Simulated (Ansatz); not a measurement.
Geometry optimisation, RHF/6-31G* in Ansatz.

Input:

```yaml
crystal:
  periodic: [false, false, false]
  atoms:
    - { symbol: Al, position_ang: [0.07756, 0.451546, -0.51485] }
    - { symbol: O, position_ang: [-0.084473, 0.014584, 2.406909] }
    - { symbol: H, position_ang: [-0.957963, -0.135962, 2.745664] }
    - { symbol: F, position_ang: [1.462485, -0.11734, -1.133209] }
    - { symbol: F, position_ang: [-1.350193, -0.191513, -0.933462] }
    - { symbol: F, position_ang: [0.097219, 1.859027, 0.368663] }
    - { symbol: H, position_ang: [-0.005635, 0.978158, 2.301084] }
basis:
  gaussian: { orbitals: "6-31G*" }
hamiltonian:
  xc: hf
relax:
  f_tol: 0.03
  max_steps: 50
```

Run as:

```bash
$ ansatz run input.yaml --threads 1 --pin off --max-ram 2048MiB --backend cpu --events-out ev --progress --plain --runs-dir out
```

Where does it end, and by what steps?

The run converged. After 7 steps the energy has fallen by 0.996 eV; H3 moved furthest, 0.71 Å. Joined: Al1–O2 (2.96 → 1.96 Å).

```json
{"step": "0", "energy less start (eV)": "0.0000", "largest force component (eV/Å)": "1.191", "accepted": "yes"}
{"step": "1", "energy less start (eV)": "-0.1672", "largest force component (eV/Å)": "1.574", "accepted": "yes"}
{"step": "2", "energy less start (eV)": "-0.4785", "largest force component (eV/Å)": "1.783", "accepted": "yes"}
{"step": "3", "energy less start (eV)": "-0.8169", "largest force component (eV/Å)": "1.288", "accepted": "yes"}
{"step": "4", "energy less start (eV)": "-0.9061", "largest force component (eV/Å)": "1.582", "accepted": "yes"}
{"step": "5", "energy less start (eV)": "-0.9739", "largest force component (eV/Å)": "0.501", "accepted": "yes"}
{"step": "6", "energy less start (eV)": "-0.9899", "largest force component (eV/Å)": "0.363", "accepted": "yes"}
{"step": "7", "energy less start (eV)": "-0.9960", "largest force component (eV/Å)": "0.027", "accepted": "yes"}
```

```xyz
7
Properties=species:S:1:pos:R:3
Al 0.032 0.503 -0.080
O -0.045 0.124 1.841
H -0.811 -0.381 2.101
F 1.373 -0.256 -0.631
F -1.420 -0.175 -0.447
F 0.101 2.139 0.072
H 0.009 0.904 2.386
```

Time of the run: 11 s on 1 thread of Arm Neoverse V2, with other jobs on the host, peak memory 0.14 GiB.
